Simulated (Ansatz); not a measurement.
The pair A = NH3 (SMILES N) (first 4 atoms), B = N2 (SMILES N#N); geometry from B3LYP-D3(BJ)/def2-TZVP.
(charge 0, multiplicity 1):
```xyz
6

N     -0.1599     0.1857    -0.1659
H     -0.3851     0.3345    -1.1430
H      0.7648     0.5691    -0.0064
H     -0.0952    -0.8151    -0.0187
N      0.4763    -0.3381     2.9485
N     -0.2322     0.1289     3.6336
```

The values were computed with Ansatz (a quantum-chemistry and plane-wave program) with Gaussian orbitals. Each number belongs to the level named beside it.

Total energies (hartree), monomers frozen at their geometry in the pair:

```
structure              HF/aug-cc-pVDZ  HF/aug-cc-pVTZ  PBE/def2-TZVPPD
---------------------  --------------  --------------  ---------------
AB                       -165.1665125    -165.2058311     -165.9656691
A in the pair's basis     -56.2054566     -56.2202551      -56.5126769
B in the pair's basis    -108.9614904    -108.9859873     -109.4523508
A                         -56.2053399     -56.2202437      -56.5126289
B                        -108.9613981    -108.9859257     -109.4523065
```

Problem. Work out the interaction energy without and with the counterpoise correction, and the superposition error, for each level.

Solution. 
E(AB) − E(A) − E(B), times 627.509 kcal/mol, with the monomers in their own basis and then in the pair's basis:
- HF/aug-cc-pVDZ: 0.14 uncorrected, 0.27 corrected; the monomers gain 0.13 kcal/mol from borrowed functions
- HF/aug-cc-pVTZ: 0.21 uncorrected, 0.26 corrected; the monomers gain 0.05 kcal/mol from borrowed functions
- PBE/def2-TZVPPD: -0.46 uncorrected, -0.40 corrected; the monomers gain 0.06 kcal/mol from borrowed functions
